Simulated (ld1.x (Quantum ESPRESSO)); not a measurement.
Reading a pseudo-wave (Ge)

Columns: radius, all-electron u(r) and pseudo u(r) of the 4s shell (level -11.95 eV) of germanium in the configuration [Ar] 3d10 4s2 4p2; LDA (PZ), scalar-relativistic, PAW scheme, ld1.x (Quantum ESPRESSO) 7.5.

```
r (bohr)  all-electron   pseudo
   0.105       -0.1717  -0.0619
   0.210       -0.1113  -0.1237
   0.315        0.1765  -0.1856
   0.420        0.3368  -0.2472
   0.525        0.3312  -0.3085
   0.630        0.2180  -0.3689
   0.735        0.0562  -0.4280
   0.840       -0.1155  -0.4851
   0.945       -0.2756  -0.5393
   1.050       -0.4138  -0.5898
   1.155       -0.5265  -0.6355
   1.260       -0.6139  -0.6754
   1.365       -0.6781  -0.7086
   1.470       -0.7218  -0.7343
   1.575       -0.7480  -0.7517
   1.680       -0.7597  -0.7602
   1.785       -0.7596  -0.7596
   1.890       -0.7501  -0.7501
   1.995       -0.7332  -0.7332
   2.100       -0.7107  -0.7107
   2.205       -0.6840  -0.6840
   2.310       -0.6545  -0.6545
   2.415       -0.6230  -0.6230
   2.520       -0.5905  -0.5905
   2.625       -0.5575  -0.5575
   2.730       -0.5246  -0.5246
```

**Question.** How many radial nodes do the two functions have?

**Answer.** The all-electron 4s function has n − l − 1 = 3 (the table is too coarse to show those close to the nucleus); the pseudo-wave has 0, since the states of the same l below it are removed with the core.

**Question.** At about which radius was the pseudo-wave matched?

**Answer.** 1.80 bohr. The columns agree to 0.0005 from 1.68 bohr on; several derivatives are matched, so the curves merge somewhat inside the radius.

**Question.** Is the pseudo-wave norm-conserving?

**Answer.** No, it belongs to a PAW set: the norm inside the radius is not constrained, and the difference is carried by the augmentation charge.
